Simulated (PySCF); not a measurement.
TiFH3, SMILES [F][TiH3], multiplicity 1.

Coordinates come from a PBE0-D3(BJ)/def2-TZVP optimisation. The spin state was assumed, not searched. The structure was generated by enumeration; whether it is a known compound was not checked.

Two levels are set side by side: TDDFT-PBE/def2-TZVPD (PySCF) and TDDFT-ωB97X/def2-TZVPD (PySCF). Vertical, same geometry. The lowest singlet is HOMO→LUMO 50 %, HOMO−1→LUMO+1 50 % with PBE and HOMO−1→LUMO+1 48 %, HOMO→LUMO 47 % with the other functional; states are paired by order. Differences are taken from unrounded values.

| quantity | TDDFT-ωB97X | TDDFT-PBE | TDDFT-PBE minus TDDFT-ωB97X |
|---|---|---|---|
| lowest singlet excitation (eV) | 3.50 | 3.28 | -0.23 |
| lowest triplet excitation (TDA) (eV) | 3.21 | 2.90 | -0.31 |

Functionals without exact exchange tend to place singlet excitations lower, as here. Differences between two approximate levels are no errors against the true value.

Rough cost on one machine, each run with all the roots and properties that it gave: TDDFT-ωB97X against TDDFT-PBE about 5 times.
